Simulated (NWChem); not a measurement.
# C₃H₆OSi; SMILES CC#C[SiH2]O

```xyz
11

C      3.0981     0.0098     0.0912
C      1.6422     0.0767     0.1491
C      0.4266     0.1292     0.2036
Si    -1.3928     0.2156     0.2774
O     -2.1172    -0.7208    -0.8962
H      3.5321     0.9882    -0.1473
H      3.5157    -0.3180     1.0509
H      3.4294    -0.7005    -0.6761
H     -1.8842    -0.3318     1.5619
H     -1.7842     1.6474     0.1538
H     -1.8517    -0.5376    -1.8082
```
Atoms are numbered in this order, from 1.

Level: B3LYP/6-31G* (spherical d) (NWChem), optimised geometry, unscaled harmonic frequencies. 

```csv
frequency (cm⁻¹),IR intensity (km/mol)
25,0.3
98,2.4
138,4.1
207,87.8
306,61.8
369,1.1
415,9.4
530,52.9
648,86.2
759,14.5
847,132.9
921,43.2
946,456.6
976,127.8
1062,77.6
1068,2.8
1070,4.4
1441,2.6
1503,7.4
1504,7.4
2238,190.9
2290,187.7
2295,66.6
3042,19.1
3105,8.0
3106,8.3
3801,58.4
```

The zero-point energy comes out as 49.6 kcal/mol. The thermal correction to the enthalpy at 298.15 K (with zero-point energy) is 54.9 kcal/mol and the heat capacity Cv comes out as 24.2 cal/(mol K). The entropy at 298.15 K and 1 atm (symmetry number 1) comes out as 85.9 cal/(mol K) and the dipole moment is 2.78 D.

Rigid rotor and harmonic oscillator; modes under 100 cm⁻¹ make the entropy uncertain.
